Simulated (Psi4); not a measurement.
ClCu, singlet, at a GFN2-xTB geometry (such geometries of metal compounds can be far from the true shape), with bond 1-2 at 1.3 times its length; CAM-B3LYP/6-31G* run with Psi4 1.11.

The Psi4 input:
```
memory 2 GB

molecule {
0 1
Cu    0.00000000    0.00000000   -1.37297968
Cl    0.00000000    0.00000000    1.29274060
}

set {
  basis 6-31g*
  scf_type dfdirj+link
}

energy('cam-b3lyp')
print_variables()
```

It wrote (shortened):

```
   => Loading Basis Set <=

    Name: 6-31G*
    Role: ORBITAL
    Keyword: BASIS

Traceback (most recent call last):
  File "psi4", line 375, in <module>
  File "<string>", line 23, in <module>
  File "site-packages/psi4/driver/driver.py", line 533, in energy
  File "site-packages/psi4/driver/procrouting/proc.py", line 2760, in run_scf
  File "site-packages/psi4/driver/procrouting/proc.py", line 1939, in scf_helper
  File "site-packages/psi4/driver/procrouting/proc.py", line 1433, in scf_wavefunction_factory
  File "site-packages/psi4/driver/procrouting/proc.py", line 1397, in build_functional_and_disp
  File "site-packages/psi4/driver/procrouting/dft/superfunctionals.py", line 135, in build_superfunctional

psi4.driver.p4util.exceptions.ValidationError: SCF: SCF_TYPE (DFDIRJ+LINK) not supported for range-separated functionals, plese use SCF_TYPE = 'DF' to automatically select the correct JK build.

Printing out the relevant lines from the Psithon --> Python processed input file:
    Cl    0.00000000    0.00000000    1.29274060
    """)
    core.IO.set_default_namespace("")
    core.set_global_option("BASIS", "6-31g*")
    core.set_global_option("SCF_TYPE", "dfdirj+link")
--> energy('cam-b3lyp')
    print_variables()

!----------------------------------------------------------------------------------!
!                                                                                  !
!  SCF: SCF_TYPE (DFDIRJ+LINK) not supported for range-separated functionals,      !
!     plese use SCF_TYPE = 'DF' to automatically select the correct JK build.      !
!                                                                                  !
!----------------------------------------------------------------------------------!
```

The input was rejected before any calculation.
